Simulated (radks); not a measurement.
The numbers below are computed, except where a source is named.
Question: Ionisation of the neodymium ion Nd+, [Xe] 4f4 6s1, to [Xe] 4f4 as the strength of local exchange is varied. Level of theory: Dirac Kohn-Sham, Slater X-alpha exchange (alpha = 2/3 is LDA exchange), no correlation, spin-unpolarised, spherical densities, finite nucleus; open shells fill j = l - 1/2 first; Fermi nuclear charge, rms radius 4.9123 fm (a radial shooting solver on a logarithmic mesh with Libxc functionals).

alpha  E(Nd+) (hartree)  exchange (hartree)  IE (eV)  -e of the level emptied (eV)  <r> of it (bohr)
0.667        -9616.5406           -210.2010   10.137                 7.585 (6s1/2)             4.062
0.67         -9617.4861           -211.1677   10.150                 7.599 (6s1/2)             4.059
0.808        -9661.0807           -255.8345   10.799                 8.260 (6s1/2)             3.937
0.987        -9717.9238           -314.3480   11.696                 9.185 (6s1/2)             3.784
0.995        -9720.4720           -316.9783   11.738                 9.227 (6s1/2)             3.777
?            -9637.0473           -231.1875   10.436                 7.890 (6s1/2)             4.004

Which alpha was used in the last row?

Answer: alpha = 0.732. NIST Atomic Spectra Database: 10.78 eV (semi-empirical). The Delta-SCF value meets it near alpha = 0.80. Spin polarisation and multiplet splitting are left out, so open shells lie too high by an amount that depends on their filling.

Beside tabulated values, note that spin-unpolarised runs miss the spin-polarisation part of the exchange energy of open shells.
